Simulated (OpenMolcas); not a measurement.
# Pr3+: moving or changing the point charges

Pr3+ among 8 point charges of -2 e arranged as a cube (Oh), 2.51 Å from the ion.
```
   1.4491    1.4491    1.4491  -2.00
   1.4491    1.4491   -1.4491  -2.00
   1.4491   -1.4491    1.4491  -2.00
   1.4491   -1.4491   -1.4491  -2.00
  -1.4491    1.4491    1.4491  -2.00
  -1.4491    1.4491   -1.4491  -2.00
  -1.4491   -1.4491    1.4491  -2.00
  -1.4491   -1.4491   -1.4491  -2.00
```

```yaml
Program: OpenMolcas
Method: "SS-CASPT2, IPEA 0.25 Eh, imaginary shift 0.1 Eh (closed shells correlated: 5s 5p)"
Basis: ANO-RCC-VDZP [7s6p4d2f1g]
Scalar_Hamiltonian: DKH2, point nucleus
Active_space: 2 electrons in 7 orbitals (4f)
State_averaging: 2S+1 = 3 even, 21 roots; 2S+1 = 1 even, 27 roots kept (CI in the orbitals of an earlier block)
Spin-orbit_coupling: state interaction with AMFI integrals over the reference wave functions
```

Runs around this geometry, states (labels of O, the rotations of Oh). Energies in cm-1 above the lowest state or level, χT in cm3 K/mol; under a threefold ground state the first gap can be a small split of the lowest multiplet, not the spin-orbit step.

```json
{"R (Å)": "2.51", "Ground state": "3T1", "First state of that spin": "3E 91", "First gap with spin-orbit (degeneracies)": "310 (3, 2)", "Width of lowest J": "510", "χT at 300 K": "1.522"}
{"R (Å)": "2.72", "Ground state": "3T1", "First state of that spin": "3E 86", "First gap with spin-orbit (degeneracies)": "200 (3, 2)", "Width of lowest J": "322", "χT at 300 K": "1.591"}
{"R (Å)": "2.9", "Ground state": "3T1", "First state of that spin": "3E 87", "First gap with spin-orbit (degeneracies)": "140 (3, 2)", "Width of lowest J": "222", "χT at 300 K": "1.618"}
```

Taking the width of the lowest J multiplet as R^-n, n = -ln(222 / 510) / ln(2.9 / 2.51) = 5.8 between the shortest and longest distance.

Roots that are degenerate in the reference are averaged as groups; the widest CASPT2 spread within a group is 320 cm-1 (the 3-fold group of multiplicity 1 near 24400 cm-1 above the lowest state of its run, R = 2.51). Shifts and gaps below about the spread of the groups concerned are not significant. Point charges carry no covalency, so the field is a model and not that of real ligands. No measured value stands beside these numbers.
